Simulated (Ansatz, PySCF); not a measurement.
Pulling on the Al1–H2 bond in C2H5Al (SMILES C=[CH][AlH2]) (multiplicity 1 held, fragments rigid). Energies count from the point at 1.582 Å.
Geometry at that point (charge 0, multiplicity 1):
```json
[
 {"atom": "Al", "x (Å)": "-0.1364", "y (Å)": "0.1629", "z (Å)": "1.1626"},
 {"atom": "H", "x (Å)": "-0.8151", "y (Å)": "1.5910", "z (Å)": "1.2176"},
 {"atom": "H", "x (Å)": "0.1783", "y (Å)": "-0.6444", "z (Å)": "2.4857"},
 {"atom": "C", "x (Å)": "0.2915", "y (Å)": "-0.5524", "z (Å)": "-0.5896"},
 {"atom": "C", "x (Å)": "0.0180", "y (Å)": "0.1449", "z (Å)": "-1.6988"},
 {"atom": "H", "x (Å)": "0.7594", "y (Å)": "-1.5259", "z (Å)": "-0.7301"},
 {"atom": "H", "x (Å)": "0.2417", "y (Å)": "-0.2199", "z (Å)": "-2.6984"},
 {"atom": "H", "x (Å)": "-0.4483", "y (Å)": "1.1257", "z (Å)": "-1.6579"}
]
```

R- and RO- levels are restricted; in cc, def2 and unpolarised 6-31G sets they are followed outwards from rest. Unrestricted levels (U-) break spin symmetry where that is lower. Active spaces are followed from a long bond inwards. Levels need not reach the same state.

Frozen-core correlation. Rows in 6-31G* carry no dispersion term and start afresh at each structure (6-31G* with six Cartesian d functions). MP2/6-31G* freezes PySCF's default core.

The values were computed with Ansatz (an electronic-structure program); PySCF for 6-31G* rows. 

```json
[
 {"level": "U-HF/6-31G*", "energy at R = 5.063 Å (eV)": "2.991"},
 {"level": "R-r2SCAN/cc-pV(T+d)Z", "energy at R = 5.063 Å (eV)": "4.992"},
 {"level": "U-r2SCAN/cc-pV(T+d)Z", "energy at R = 5.063 Å (eV)": "3.670"},
 {"level": "U-B3LYP/6-31G*", "energy at R = 5.063 Å (eV)": "3.792"},
 {"level": "R-wB97X-V/cc-pV(T+d)Z", "energy at R = 5.063 Å (eV)": "[?]"},
 {"level": "R-MP2/6-31G*", "energy at R = 5.063 Å (eV)": "4.913"},
 {"level": "CASSCF(2,2)/cc-pV(T+d)Z", "energy at R = 5.063 Å (eV)": "[?]"},
 {"level": "SC-NEVPT2 on CASSCF(2,2)/cc-pV(T+d)Z", "energy at R = 5.063 Å (eV)": "3.641"},
 {"level": "FIC-MRCISD+Q on CASSCF(2,2)/cc-pV(T+d)Z", "energy at R = 5.063 Å (eV)": "3.818"}
]
```

Q: Complete the blanks.

A: 
- R-wB97X-V/cc-pV(T+d)Z, energy at R = 5.063 Å (eV): 6.195
- CASSCF(2,2)/cc-pV(T+d)Z, energy at R = 5.063 Å (eV): 3.378

Doubts at one or more of the structures used: a spin-contaminated determinant (U-HF/6-31G*, U-r2SCAN/cc-pV(T+d)Z, U-B3LYP/6-31G*); a restricted determinant that unrestricted orbitals would lower (R-r2SCAN/cc-pV(T+d)Z, R-wB97X-V/cc-pV(T+d)Z, R-MP2/6-31G*).
